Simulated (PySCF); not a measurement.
Compound: 2-propyl-1,3-dioxolane, C₆H₁₂O₂.
Geometry (GFN2-xTB, Å), atoms numbered from 1 in this order:
```xyz
20
C6H12O2 angstrom
C     -3.191   -0.372    0.172
C     -1.747   -0.719   -0.166
C     -0.845    0.509   -0.081
C      0.604    0.171   -0.398
O      1.392    1.336   -0.417
C      2.715    0.930   -0.143
C      2.555   -0.438    0.561
O      1.162   -0.653    0.595
H     -3.823   -1.254    0.098
H     -3.572    0.383   -0.513
H     -3.263    0.018    1.184
H     -1.374   -1.475    0.526
H     -1.697   -1.134   -1.175
H     -1.169    1.276   -0.786
H     -0.874    0.928    0.925
H      0.678   -0.339   -1.385
H      3.288    0.830   -1.074
H      3.179    1.688    0.491
H      2.923   -0.438    1.588
H      3.055   -1.235   -0.005
```

NICS = −σ at a ghost point: NICS(0) at the centroid of the ring atoms, NICS(1) 1 Å to either side along the normal of their mean plane, zz for the tensor component along that normal. Level: GIAO PBE0/pcSseg-1 (PySCF, non-relativistic, gas phase) on the GFN2-xTB geometry, one conformer.

Ring bond lengths (Å), with Mayer bond orders in brackets: C4–O5 1.406 (0.94), O5–C6 1.410 (0.94), C6–C7 1.547 (1.02), C7–O8 1.410 (0.94), O8–C4 1.406 (0.94).

Question: What do the NICS probes read (ppm)?

Answer: 
```
          ring                                               type  NICS(0)  NICS(1), two faces  NICS(1)zz, two faces  rms pucker (Å)  centre to ring atoms, mean (Å)
C4–O5–C6–C7–O8  5-membered ring with 2 O; formal bonds all single    -10.4         -4.2 / -3.0           -8.5 / -7.3            0.14                            1.21
```

Question: What can be read from them?

Answer: 
- C4–O5–C6–C7–O8: mean NICS(1)zz -7.9 ppm, shielded. C4, C6, C7 have four or more neighbours, and the NICS criterion for π rings isn't applied. NICS(0) lies 7 ppm below the mean NICS(1).

Question: List the ring angles and the Hirshfeld charges of the ring atoms.

Answer: 
- C4–O5–C6–C7–O8: C4 105.8° (+0.106 e), O5 106.5° (-0.153 e), C6 104.3° (-0.003 e), C7 104.3° (-0.002 e), O8 106.6° (-0.147 e); sum 527.6° against 540° for a flat convex ring.

Question: How shielded are the nuclei of the rings and their hydrogens (means over atoms taken as equivalent)?

Answer: 
```tsv
atoms	environment	σ isotropic (ppm)	principal values of the symmetric part, first atom (ppm)
C4	sp3 carbon bearing two oxygens	75.7	38.9, 88.6, 99.6
O5 (×2)	cyclic ether oxygen	241.2	145.7, 249.9, 323.8
C6 (×2)	sp3 carbon bound to oxygen	119.2	81.8, 106.5, 170.0
H16	methine hydrogen	26.92	23.9, 26.1, 30.8
H17 (×2)	methylene hydrogen	27.75	23.4, 25.7, 34.2
H18 (×2)	methylene hydrogen	27.56	23.6, 25.2, 33.9
```

Time: 39 s. Hardware: one thread, x86-64 server, no GPU, on a shared host. This is the whole shielding run at PBE0/pcSseg-1, SCF included.
